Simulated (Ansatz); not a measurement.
Abridged output of a molecular run in Ansatz:

```
Functional definition: HF
1140 factors; integrals over basis functions are off by at most 1.4e-3 eV
mean field evaluation 1: about -62333.7922 eV, gradient 2.9e1 eV
mean field evaluation 2: about -62333.8686 eV, gradient 2.9e1 eV
mean field evaluation 4: about -62336.2482 eV, gradient 3.5e0 eV
mean field evaluation 8: about -62336.2854 eV, gradient 1.9e-4 eV
mean field -62336.28542308 eV, -2290.8162362463 hartree, gradient 2.6e-6 eV, S^2 0.000000; 0 other end points of the search recorded, 0 dependent functions left out
13 core orbitals not correlated: weight in the atoms' cores, before any rotation towards them, 1.000 or more for the frozen orbitals, at most 0.000 for the correlated occupied ones
reference -62336.28542308 eV, -2290.8162362463 hartree; 19, 19 occupied and 81, 81 virtual orbitals, 1140 factors
second order -21.93036294 eV of doubles, -0.00000000 eV of singles
cycle   1  -22.05978857 eV  change   -1.3e-1 eV  update   1.1e-1
cycle   2  -22.70007108 eV  change   -6.4e-1 eV  update   3.4e-2
cycle   3  -22.82655346 eV  change   -1.3e-1 eV  update   1.7e-2
cycle   4  -22.82162955 eV  change    4.9e-3 eV  update   4.5e-3
cycle   5  -22.82217331 eV  change   -5.4e-4 eV  update   2.0e-3
cycle   6  -22.82273715 eV  change   -5.6e-4 eV  update   5.6e-4
cycle   7  -22.82256466 eV  change    1.7e-4 eV  update   2.2e-4
cycle   8  -22.82252680 eV  change    3.8e-5 eV  update   7.1e-5
cycle   9  -22.82252870 eV  change   -1.9e-6 eV  update   3.1e-5
perturbative correction -0.74123711 eV, -0.0272399615 hartree
Total energy: -62359.84918889 eV, -2291.6821886678 hartree
```

Its atoms:

```xyz
10

F    -0.266   -0.819    2.044
C    -0.598   -0.546    0.731
C    -0.593    0.919    0.393
C     0.223    1.117   -0.651
Ge    0.819   -0.737   -0.683
H    -1.554   -1.038    0.525
H    -1.196    1.661    0.914
H     0.377    2.045   -1.188
H     2.234   -1.006   -0.149
H     0.553   -1.595   -1.936
```

Which basis set was used?
A. def2-QZVPP
B. def2-TZVPPD
C. cc-pV(T+d)Z
D. def2-SVP

D. It gives 113 functions.

Write the keys of the input that set method, charge and spin (a neutral closed shell needs none for the last two).


```yaml
correlation: {method: ccsd_t}
```
